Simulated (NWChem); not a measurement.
**Correlation energy of In**

```xyz
1

In     0.0000     0.0000     0.0000
```
Charge 0, spin multiplicity 2.

All runs are NWChem calculations.

Basis set: def2-TZVP. Each correlation energy counts from its own Hartree-Fock reference.

Effective core potentials replace the inner electrons of In; spin-orbit coupling is left out. The correlated methods keep 4 core orbitals frozen. No SCF solution was tested for a lower state. Open-shell Hartree-Fock references start from PBE0 orbitals. No row is a measurement; the coupled-cluster row has its own basis-set and correlation limits.

Q: For the correlation energy, UMP2 gives -248.4 mHa and SCS-UMP2 gives -223.2 mHa. What do CCSD on UHF, CCSD[T] on UHF, CCSD(T) on UHF give?

A: CCSD on UHF: -246.0 mHa; CCSD[T] on UHF: -253.0 mHa; CCSD(T) on UHF: -252.3 mHa.
